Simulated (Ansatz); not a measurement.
Reaction (formal exchange of groups at a B–N bond): `BN(CC)[SiH2]Cl` + `[SiH3][O][AlH][SiH3]` → `[BH2][Al]([SiH3])[O][SiH3]` + `CCN[SiH2]Cl`

Isolated molecules relaxed with PBE0-D4/def2-TZVP in Ansatz; ΔE leaves out vibrations. CCSD(T)/CBS is the MP2 limit (def2-TZVPP, def2-QZVPP) plus CCSD(T) − MP2 in def2-TZVPP, frozen cores. DFT in def2-TZVPP. One conformer a species, not always the lowest.

`BN(CC)[SiH2]Cl`:

```xyz
15

B    -1.483    1.166   -0.064
N    -0.410    0.310   -0.342
C    -0.253   -0.966    0.368
C     0.607   -0.832    1.610
Si    0.761    0.704   -1.557
Cl    0.547   -0.546   -3.178
H    -2.289    0.843    0.763
H    -1.576    2.201   -0.658
H     0.179   -1.708   -0.313
H    -1.247   -1.330    0.636
H     0.155   -0.129    2.312
H     1.607   -0.470    1.362
H     0.711   -1.798    2.109
H     2.130    0.460   -1.047
H     0.561    2.095   -2.002
```

`[SiH3][O][AlH][SiH3]`:

Z-matrix (Å, degrees):
```
Si
O 1 1.625
H 1 1.489 2 110.7
H 1 1.487 2 109.8 3 120.0
H 1 1.487 2 109.9 3 -120.1
Al 2 1.686 1 164.5 3 -3.5
Si 6 2.452 2 118.0 1 -3.0
H 6 1.583 2 116.8 1 177.7
H 7 1.491 6 111.5 2 140.2
H 7 1.490 6 112.2 2 18.8
H 7 1.492 6 110.3 2 -101.0
```

`[BH2][Al]([SiH3])[O][SiH3]`:

Z-matrix (Å, degrees):
```
Si
Al 1 2.464
H 1 1.492 2 112.0
H 1 1.493 2 110.8 3 -119.6
H 1 1.492 2 112.3 3 121.0
O 2 1.692 1 116.2 3 43.8
B 2 2.122 1 125.9 3 -136.7
Si 6 1.624 2 168.2 1 2.5
H 7 1.200 2 122.6 1 90.6
H 7 1.200 2 122.6 1 -87.5
H 8 1.487 6 110.0 2 141.0
H 8 1.489 6 110.8 2 21.0
H 8 1.487 6 110.0 2 -99.2
```

`CCN[SiH2]Cl`:

Z-matrix (Å, degrees):
```
C
C 1 1.519
H 1 1.092 2 110.9
H 1 1.094 2 110.8 3 -119.8
H 1 1.093 2 110.8 3 120.6
N 2 1.453 1 113.9 3 59.8
H 2 1.095 1 109.7 3 -61.0
H 2 1.096 1 109.9 3 -177.3
Si 6 1.696 2 124.5 1 -95.7
H 6 1.009 2 113.5 1 61.1
Cl 9 2.077 6 115.2 2 70.6
H 9 1.479 6 108.2 2 -170.8
H 9 1.480 6 108.8 2 -46.7
```

(1) Is it downhill or uphill in electronic energy at CCSD(T)/CBS, and by how much? (Estimate.)

(2) What do these levels give: r2SCAN-D4, PBE0, HF/def2-TZVPP, HF/def2-QZVPP, MP2/def2-QZVPP, MP2/CBS(def2)? (Estimate.)

Largest T1 diagnostic among the species: 0.013.

Answers

(1) Ansatz gave: Uphill: ΔE = +1.74 eV.

(2) The calculation gave: r2SCAN-D4 1.73, PBE0 1.65, HF/def2-TZVPP 1.63, HF/def2-QZVPP 1.63, MP2/def2-QZVPP 1.84, MP2/CBS(def2) 1.83 eV.

The D4 term adds +0.07 eV with B3LYP and +0.03 eV with PBE0; it sums over pairs of atoms, weighted by their polarisabilities, and B3LYP, whose exchange is more repulsive, gets the larger term. In def2-TZVPP, CCSD(T) changes the Hartree–Fock value by +0.13 eV (the triples alone add +0.04 eV) and MP2 by +0.22 eV.

B3LYP here is the variant with VWN-RPA as its local correlation; programs differ in this.
